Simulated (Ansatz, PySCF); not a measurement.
Species: 1,1,1,2-tetrafluoroethane, C₂H₂F₄, net charge 0, singlet state. 
Coordinates optimised at B3LYP-D3(BJ)/def2-TZVP (Ansatz, an electronic-structure program):
```
C
F 1 1.3409
F 1 1.3409 2 107.85
F 1 1.3487 2 108.02 3 116.52
C 1 1.5187 2 111.94 3 -123.57
F 5 1.3760 1 109.64 2 60.62
H 5 1.0906 6 109.46 1 119.32
H 5 1.0906 7 110.59 6 -120.67
```
Charge 0, spin multiplicity 1.

PBE beside other levels, property by property. Correlated levels leave the core frozen unless marked. Open shells are spin-unrestricted. Spin-orbit coupling is left out. No relativistic terms. CBS marks a two-point X^-3 extrapolation of the correlation energy; Hartree-Fock from the larger set. The bracket is a focal-point correction in the basis named. Rows marked 298 K are enthalpies with B3LYP-D3(BJ) harmonic zero-point and thermal terms. Atomisation energies are electronic, to ground-state atoms; the column to compare with has the core term from cc-pwCVTZ added, other frozen-core levels have none. Frequencies are from Ansatz or PySCF. The coupled-cluster column (Ansatz) is a level with limits of its own: (a) RI-MP2/CBS(cc-pVTZ,cc-pVQZ)+[CCSD(T)-MP2]/cc-pVTZ; (b) CCSD(T)/CBS(aug-cc-pVTZ,aug-cc-pVQZ); (c) CCSD(T)/CBS(cc-pVTZ,cc-pVQZ).

```csv
property,PBE/def2-TZVPD (Ansatz),r2SCAN-D4/def2-TZVPD (Ansatz + dftd4),HSE06/def2-TZVPD (Ansatz),wB97M-V/def2-TZVPD (Ansatz),coupled cluster
atomisation energy (kcal/mol),790.8,765.9,763.3,762.9,764.5 (b)
"C-C bond dissociation enthalpy, 298 K, to [CH2]F + F[C](F)F (kcal/mol)",90.4,89.0,91.8,98.3,99.4 (a)
"C-F bond dissociation enthalpy, 298 K, to F atom + [CH2]C(F)(F)F (kcal/mol)",112.8,105.8,107.1,110.5,110.9 (c)
"C-F bond dissociation enthalpy, 298 K, to FC[C](F)F + F atom (kcal/mol)",126.1,122.7,122.1,126.9,128.0 (c)
```

As the rows show:
- atomisation energy: PBE lies 26.3 kcal/mol above coupled cluster.
- C-C bond dissociation enthalpy, 298 K, to [CH2]F + F[C](F)F: PBE lies 9.0 kcal/mol below coupled cluster.
- C-F bond dissociation enthalpy, 298 K, to F atom + [CH2]C(F)(F)F: PBE lies 1.9 kcal/mol above coupled cluster.
- C-F bond dissociation enthalpy, 298 K, to FC[C](F)F + F atom: PBE lies 1.9 kcal/mol below coupled cluster.
